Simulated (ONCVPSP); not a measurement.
**LDA (Perdew-Zunger) ONCV dataset for P (Z = 15), scalar-relativistic all-electron reference.**

P, optimised norm-conserving Vanderbilt (ONCV), made with ONCVPSP 4.0.1 (LDA (Perdew-Zunger), scalar-relativistic). Core [Ne], reference 3s2 3p3. Waves: 3s: rc 1.55 bohr, ncon 4, nbas 8, qcut 3.8 1/bohr, 3 projectors, debl 3.2 Ha; 3p: rc 1.65 bohr, ncon 4, nbas 7, qcut 5.8 1/bohr, 2 projectors, debl 0.3 Ha. Local part: polynomial inside 1.05 bohr (lpopt 3, dvloc0 0 Ha). Core correction: none.

Problem. Does the generator finish with these settings?

Solution. Yes, a potential is produced and its reference levels are reproduced.

Problem. Estimate the cutoffs (Ha) at which the residual kinetic energy of the hardest occupied pseudo-wave falls to 1 and 0.1 mHa per electron.

Solution. 21 Ha and 66 Ha.

Problem. What does a ghost test show?

Solution. No bound ghost flagged; GHOST(+) flagged for s at 278.9 eV.

Problem. Which valence shell sets the plane-wave cutoff?

Solution. 3s: 21 Ha for 1 mHa per electron, against 5 Ha for 3p.

Problem. Tests: 3s2 3p2; 3s2 3p1; 3s2 3p0; 3s0 3p5. Which has the largest error in its energy relative to the reference configuration, and how large is it?

Solution. 3s2 3p0, with +132 meV (all-electron minus pseudo) on +58.96 eV.
